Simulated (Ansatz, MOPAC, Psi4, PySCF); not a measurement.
Noncovalent pair: H2O (SMILES O) (first 3 atoms) with CHN (SMILES C#N); geometry from B3LYP-D3(BJ)/def2-TZVP, rigid monomers moved along the line of their centres of mass till H3···N5 is 1.90 Å.
(charge 0, multiplicity 1):
```xyz
6

O     -0.143     0.065    -0.657
H      0.791    -0.061    -0.848
H     -0.201     0.072     0.308
C     -0.273     0.078     3.344
N     -0.132     0.061     2.208
H     -0.404     0.095     4.403
```

Monomers are frozen at their geometry in the pair; levels with a basis set take the counterpoise correction. Rows marked so take none.

Correlated levels freeze the cores. CBS: X⁻³ extrapolation of the correlation energy, Hartree–Fock from the larger set. Rows in 6-31G*, STO-3G carry no dispersion term and start afresh at each structure (6-31G* with six Cartesian d functions). The state that AM1 reach isn't checked.

Run with Ansatz (Gaussian orbitals); MOPAC for AM1 (differences of heats of formation); Psi4 for SAPT; PySCF for 6-31G* rows, STO-3G rows. Each number belongs to the level named beside it.

```json
[
 {"level": "AM1", "interaction energy (kcal/mol)": "2.30"},
 {"level": "HF/STO-3G (no counterpoise)", "interaction energy (kcal/mol)": "-1.57"},
 {"level": "HF/aug-cc-pVTZ", "interaction energy (kcal/mol)": "-1.30"},
 {"level": "PBE/def2-TZVPPD", "interaction energy (kcal/mol)": "-3.31"},
 {"level": "B3LYP/def2-TZVPPD", "interaction energy (kcal/mol)": "-2.72"},
 {"level": "PBE0/def2-TZVPPD", "interaction energy (kcal/mol)": "-3.21"},
 {"level": "M06-2X/6-31G* (no counterpoise)", "interaction energy (kcal/mol)": "(withheld)"},
 {"level": "MP2/CBS(aug-cc-pVDZ, aug-cc-pVTZ)", "interaction energy (kcal/mol)": "(withheld)"},
 {"level": "SAPT0/jun-cc-pV(D+d)Z", "interaction energy (kcal/mol)": "-3.25"}
]
```

**Question.** Complete the blanks.

**Answer.** 
- M06-2X/6-31G* (no counterpoise), interaction energy (kcal/mol): -3.72
- MP2/CBS(aug-cc-pVDZ, aug-cc-pVTZ), interaction energy (kcal/mol): -3.48

Ansatz is an electronic-structure program.
